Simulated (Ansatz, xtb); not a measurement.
## Cl3FSi2: which of two isomers lies lower

We compare X, `F[Si](Cl)(Cl)[Si]Cl`, a singlet, with Y, `F[Si][Si](Cl)(Cl)Cl`, a singlet. Both are isolated molecules in the gas phase, relaxed with B3LYP/6-31G*, each in the lowest conformer that the search found.

Task: Estimate E(Y) − E(X) at the level CCSD(T)/def2-SVP + ΔMP2/def2-TZVPP.

Result: Calculated at CCSD(T)/def2-SVP + ΔMP2/def2-TZVPP: E(Y) − E(X) = +0.209 eV, so structure X lies lower.

Level by level:

```csv
level,geometry,E(Y) − E(X) (eV),departure from the last row (eV),"job, with rough time for the two"
B3LYP/6-31G*,B3LYP/6-31G*,+0.196,−0.013,"optimisation, 2.1 min"
HF/def2-SVP,B3LYP/6-31G*,+0.201,−0.008,part of the CCSD(T) run
MP2/def2-SVP,B3LYP/6-31G*,+0.179,−0.030,part of the CCSD(T) run
CCSD(T)/def2-SVP,B3LYP/6-31G*,+0.197,−0.012,single point
CCSD(T)/def2-SVP + ΔMP2/def2-TZVPP,B3LYP/6-31G*,+0.209,,"single point, 48 s"
```

As drawn, both hold the same kinds of bond in the same numbers.

The levels shown agree on the order. The largest departure from CCSD(T)/def2-SVP + ΔMP2/def2-TZVPP is that of MP2/def2-SVP, 0.030 eV. Levels run at GFN2-xTB geometries aren't shown. The last row adds to CCSD(T) the change of the MP2 difference between the two basis sets, here +0.012 eV.

With harmonic frequencies from B3LYP/6-31G* (ideal gas, rigid rotor, one conformer each, 298.15 K, 1 atm): on the last row, ΔE + ΔZPE = +0.198 eV. A mode under 50 cm⁻¹ makes harmonic enthalpies and free energies unreliable, so none is given.

The correlated steps freeze 26 core orbitals. Programs: Ansatz 0.2.0; the last row on 2 threads of AMD EPYC 7R43 64-Core Processor (Zen 3) on a shared host.
